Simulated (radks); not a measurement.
Task: The mean radii <r> (bohr) of the occupied orbitals of an atom or ion are listed with their occupations. Calculated with a radial shooting solver on a logarithmic mesh with Libxc functionals: Dirac Kohn-Sham, PBE, spin-unpolarised, spherical densities, finite nucleus; Fermi nuclear charge, rms radius of each element as measured or else 0.836 A^(1/3) + 0.57 fm.

orbital  occ.      <r>
1s1/2       2  0.01580
2s1/2       2  0.06579
2p1/2       2  0.05388
2p3/2       4  0.06293
3s1/2       2   0.1710
3p1/2       2   0.1615
3p3/2       4   0.1780
3d3/2       4   0.1545
3d5/2       6   0.1595
4s1/2       2   0.3770
4p1/2       2   0.3777
4p3/2       4   0.4124
4d3/2       4   0.4160
4d5/2       6   0.4270
5s1/2       2   0.8311
4f5/2       6   0.4378
4f7/2       8   0.4439
5p1/2       2   0.8834
5p3/2       4   0.9703
5d3/2       4    1.172
5d5/2       6    1.207

Name the element and its charge. Open shells, if any, fill j = l - 1/2 first.

Result: Z = 83, bismuth, charge +5: Bi5+ in [Xe] 4f14 5d10. The 1s radius gives Z: for a bare nucleus <r> = (2 gamma + 1)/(2Z) with gamma = sqrt(1 - (Z/c)^2), 0.01561 bohr for Z = 83, and screening makes it slightly larger (0.01580 here). The occupations add up to 78, and the charge is Z minus that.
